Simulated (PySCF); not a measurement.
Correlation energy of Hg³⁺ (mercury, charge +3)

Starting occupation: [Xe] 4f14 5d9, 5d3/2 with m_j = -3/2, -1/2, +1/2, +3/2, 5d5/2 with m_j = -3/2, -1/2, +1/2, +3/2, +5/2. All numbers are calculated (PySCF 2.14, X2C-1e with screened-nucleus spin-orbit coupling, Gaussian nucleus, in x2c-TZVPall-2c (11s11p10d2f, 108 functions)). Frozen: [Kr] 4d10 4f14; 17 electrons correlated; the 34 highest virtual spinors left out.

MP2 pair energies summed by pair of shells (mhartree):

```json
{"pair": "5d3/2-5d5/2", "energy": "-87.63", "share (%)": "28.0"}
{"pair": "5d5/2-5d5/2", "energy": "-50.48", "share (%)": "16.1"}
{"pair": "5d5/2-5p3/2", "energy": "-37.33", "share (%)": "11.9"}
{"pair": "5d3/2-5d3/2", "energy": "-31.15", "share (%)": "9.9"}
{"pair": "5d3/2-5p3/2", "energy": "-28.51", "share (%)": "9.1"}
{"pair": "5p3/2-5p3/2", "energy": "-12.42", "share (%)": "4.0"}
{"pair": "5d5/2-5p1/2", "energy": "-12.05", "share (%)": "3.8"}
{"pair": "5p1/2-5p3/2", "energy": "-10.85", "share (%)": "3.5"}
{"pair": "5d3/2-5p1/2", "energy": "-9.55", "share (%)": "3.0"}
{"pair": "5p3/2-5s1/2", "energy": "-8.72", "share (%)": "2.8"}
{"pair": "5d5/2-5s1/2", "energy": "-8.56", "share (%)": "2.7"}
{"pair": "5d3/2-5s1/2", "energy": "-6.96", "share (%)": "2.2"}
{"pair": "5p1/2-5s1/2", "energy": "-3.99", "share (%)": "1.3"}
{"pair": "5p1/2-5p1/2", "energy": "-2.58", "share (%)": "0.8"}
{"pair": "5s1/2-5s1/2", "energy": "-2.31", "share (%)": "0.7"}
```

Total MP2 correlation energy: -313.09 mhartree.

This basis was not built for core-valence correlation, so the inner-shell part is incomplete.
